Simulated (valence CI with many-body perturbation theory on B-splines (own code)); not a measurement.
Results of a calculation; reference values are marked as such.
**Hyperfine factors and g values of Br22+**

Method: relativistic CI+MBPT: three valence electrons over a frozen Dirac-Fock core [Ne], radial functions for each j: 11 s, 11 p, 10 d, 8 f, 5 g, 2 h, with the one-electron correlation potential Σ1, the two-electron term Σ2, the three-electron term Σ3, Breit, model QED; selected CI, second order for the rest, scaled by the run's own slope (own B-spline code, finite nucleus).

No measured levels were compared; by estimate levels of excited configurations hold to 0.05 to 0.15 % of their energy, terms of the ground configuration to about 0.5 %.

A/g_I is the dipole constant over the nuclear g factor μ/I (μ in nuclear magnetons, uniformly magnetised nucleus), B/Q the quadrupole constant per barn. Both hold the static response of the core; the bare values leave it out. Large factors of s and p1/2 electrons are usually good to 5 to 10 %; those of open d and f shells near neutrality can be off by tens of per cent, and small factors of p3/2, d and f electrons come from cancelling terms and can be off by a factor of two or in sign, in half-filled shells by more. B is blank for J = 1/2, where it vanishes, and for nearly pure S terms. Energies count from the lowest level.

Names give the largest LS component (configuration and term), which can be under half, so a name can repeat, a term be missing and a line seem to break the LS rules; names also repeat where a configuration has a term twice. Letters in brackets count levels of one name in rising energy.

```
             Level  E (cm⁻¹)      g  A/g_I (MHz)  A/g_I bare  B/Q (MHz/b)  B/Q bare
     3s²3p ²P°_1/2         0  0.663        82300       79100                       
     3s²3p ²P°_3/2     84884  1.332        15600       15400        27800     26900
      3s3p² ⁴P_1/2    391490  2.606       180000      174000                       
      3s3p² ⁴P_3/2    435700  1.719        69000       67000        22600     21900
      3s3p² ⁴P_5/2    468880  1.532        73900       71600       -16200    -15600
      3s3p² ²D_3/2    546290  0.831        -8910       -8160        32600     31600
      3s3p² ²D_5/2    571910  1.264        64900       62600        38000     36900
      3s3p² ²P_1/2    624690  1.240        65700       63100                       
      3s3p² ²S_1/2    709200  1.485       213000      204000                       
      3s3p² ²P_3/2    720290  1.298       -18400      -16600       -25600    -24800
      3s²3d ²D_3/2    800720  0.811          727        1250         8340      8410
      3s²3d ²D_5/2    812220  1.199        11800       11800        11700     11800
       3p³ ²D°_3/2    996930  1.154         7750        8100        20200     19700
       3p³ ²D°_5/2   1036800  1.195        33300       32600        -9640     -9230
       3p³ ⁴S°_3/2   1046400  1.597        -5900       -3970        -6730     -6500
    3s3p3d ⁴F°_3/2   1086000  0.449       -25000      -23700        11900     11800
    3s3p3d ⁴F°_5/2   1103300  1.043        26800       26200         7220      7310
    3s3p3d ⁴F°_7/2   1130100  1.247        39900       38800         9250      9410
       3p³ ²P°_1/2   1136400  0.663        72400       69100                       
    3s3p3d ⁴D°_3/2   1165600  1.347        22700       22700        -2170     -2060
    3s3p3d ⁴P°_5/2   1165800  1.474        44000       42900        10300     10300
    3s3p3d ⁴D°_1/2   1173200  0.250       -87700      -83700                       
    3s3p3d ⁴F°_9/2   1175600  1.332        36900       36000        34000     33400
       3p³ ²P°_3/2   1177500  1.333        14200       14500        -4950     -4790
    3s3p3d ⁴D°_7/2   1224600  1.409        44000       42900       -10400     -9940
    3s3p3d ⁴D°_5/2   1224800  1.332        39300       38500        -5650     -5550
    3s3p3d ⁴P°_3/2   1228100  1.457        39800       39100        -7330     -7340
    3s3p3d ⁴P°_1/2   1228200  2.425       143000      139000                       
3s3p3d ²F°_5/2 [a]   1239000  1.105        32400       31600         3120      3340
    3s3p3d ²D°_3/2   1242100  0.935       -10800       -9890       -11400    -10900
3s3p3d ²D°_5/2 [a]   1266200  1.099        42600       41100         4610      4730
3s3p3d ²F°_7/2 [a]   1319800  1.141         4290        4740        33800     33300
3s3p3d ²P°_3/2 [a]   1353100  1.173        14800       14800         3070      3170
3s3p3d ²F°_7/2 [b]   1393000  1.149        35000       34000        32300     31800
3s3p3d ²P°_1/2 [a]   1396700  0.658       -85600      -81600                       
3s3p3d ²F°_5/2 [b]   1399700  0.881       -15400      -14200        27400     27000
3s3p3d ²P°_1/2 [b]   1424000  0.658        33000       32000                       
3s3p3d ²P°_3/2 [b]   1433900  1.094        55900       53800        -1910     -1610
3s3p3d ²D°_5/2 [b]   1440100  1.171       -11800      -10500       -17700    -16900
3s3p3d ²P°_3/2 [c]   1442200  1.179         -910       -12.8       -12900    -12400
```

Take the isotope of mass number 79, with I = 3/2, μ = 2.1046 μN and Q = 0.3087 b. What is the hyperfine structure of 3s3p² ⁴P_1/2?

From the table A = 252000 MHz. Shifts from the centre of gravity in MHz: F = 1: -315000, F = 2: 189000.
